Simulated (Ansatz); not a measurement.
A CCSD(T) single point on CH$_{7}$AlN$_{2}$O.

```yaml
crystal:
  periodic: [false, false, false]
  atoms:
    - {symbol: N, position_ang: [-1.430014, 0.152949, -0.149850]}
    - {symbol: C, position_ang: [-0.784846, 0.107534, 1.245842]}
    - {symbol: Al, position_ang: [0.563260, 0.189822, -0.143588]}
    - {symbol: N, position_ang: [1.496952, -1.259735, -0.581705]}
    - {symbol: O, position_ang: [0.933735, 1.713639, -0.837912]}
    - {symbol: H, position_ang: [-1.925064, 1.016996, -0.325528]}
    - {symbol: H, position_ang: [-2.042160, -0.626411, -0.346049]}
    - {symbol: H, position_ang: [-1.046610, -0.827865, 1.736887]}
    - {symbol: H, position_ang: [-1.121511, 0.944446, 1.853214]}
    - {symbol: H, position_ang: [2.010623, -1.383626, -1.437935]}
    - {symbol: H, position_ang: [1.587554, -2.077232, -0.002585]}
    - {symbol: H, position_ang: [1.835180, 1.994281, -0.976892]}
basis:
  gaussian: {orbitals: def2-TZVPP}
correlation: {method: ccsd_t}
```

```sh
$ ansatz run in.yaml --threads 4 --pin off --events-out ev --progress --plain --max-ram 10444MiB
```

Output of Ansatz, abridged:

```
Functional definition: HF
1563 factors; integrals over basis functions are off by at most 9.5e-4 eV
mean field evaluation 1: about -12723.4845 eV, gradient 5.8e1 eV
mean field evaluation 2: about -12723.6544 eV, gradient 5.8e1 eV
mean field evaluation 4: about -12730.1586 eV, gradient 4.0e0 eV
mean field evaluation 8: about -12730.2336 eV, gradient 3.3e-1 eV
mean field -12730.23407620 eV, -467.8274734377 hartree, gradient 5.5e-6 eV, S^2 0.000000; 0 other end points of the search recorded, 0 dependent functions left out
9 core orbitals not correlated: weight in the atoms' cores, before any rotation towards them, 1.000 or more for the frozen orbitals, at most 0.000 for the correlated occupied ones
reference -12730.23407620 eV, -467.8274734377 hartree; 15, 15 occupied and 240, 240 virtual orbitals, 1563 factors
second order -25.25708393 eV of doubles, -0.00000000 eV of singles
cycle   1  -25.47781958 eV  change   -2.2e-1 eV  update   9.4e-2
cycle   2  -26.00483851 eV  change   -5.3e-1 eV  update   2.7e-2
cycle   3  -26.12000609 eV  change   -1.2e-1 eV  update   1.3e-2
cycle   4  -26.11137554 eV  change    8.6e-3 eV  update   3.0e-3
cycle   5  -26.11126641 eV  change    1.1e-4 eV  update   1.3e-3
cycle   6  -26.11180476 eV  change   -5.4e-4 eV  update   3.8e-4
cycle   7  -26.11156205 eV  change    2.4e-4 eV  update   1.5e-4
cycle   8  -26.11150418 eV  change    5.8e-5 eV  update   5.3e-5
cycle   9  -26.11151095 eV  change   -6.8e-6 eV  update   2.3e-5
perturbative correction -0.97313812 eV, -0.0357621662 hartree
Total energy: -12757.31872527 eV, -468.8228159324 hartree
```

Hardware: 4 threads of an Arm Neoverse V2 on a shared host. Wall time 2.6 min, peak host memory 6.6 GiB.

MP2 recovers 93.3 % of the CCSD(T) correlation energy and the triples give 3.6 %; T1 = 0.0101.
